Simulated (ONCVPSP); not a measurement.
## Pseudopotential generation for F: ONCV, LDA (Perdew-Zunger), non-relativistic.

fluorine, optimised norm-conserving Vanderbilt (ONCV), made with ONCVPSP 4.0.1 (LDA (Perdew-Zunger), non-relativistic). Core none, reference 1s2 2s1.75 2p5.25. Waves: 1s+2s: rc 0.40 bohr, ncon 4, nbas 8, qcut 32.1 1/bohr, 3 projectors, debl 0.5 Ha; 2p: rc 1.15 bohr, ncon 3, nbas 6, qcut 12.6 1/bohr, 2 projectors, debl 1.4 Ha. Local part: polynomial inside 0.30 bohr (lpopt 5, dvloc0 6 Ha). Core correction: none.

In the s channel the program set the typed energies aside and used -24.195, -1.091, 0.250 Ha.

All-electron outer shells of the reference configuration (LDA (Perdew-Zunger), non-relativistic, ld1.x):

| shell | level (eV) | outermost node (bohr) | outermost maximum (bohr) |
| --- | --- | --- | --- |
| 1s | -658.37 | – | 0.12 |
| 2s | -29.69 | 0.24 | 0.77 |
| 2p | -11.41 | – | 0.71 |

Q: Does the generator finish with these settings?

A: Yes, a potential is produced and its reference levels are reproduced.

Q: Estimate the cutoffs (Ha) at which the residual kinetic energy of the hardest occupied pseudo-wave falls to 1 and 0.1 mHa per electron.

A: 415 Ha and 466 Ha.

Q: Does the potential have ghost states?

A: No bound ghost flagged; no localised positive-energy state flagged.

Q: Tests: 1s2 2s2 2p5; 1s2 2s2 2p4; 1s2 2s2 2p3; 1s2 2s2 2p2. Which has the largest error in its energy relative to the reference configuration, and how large is it?

A: 1s2 2s2 2p2, with +386 meV (all-electron minus pseudo) on +114.26 eV.
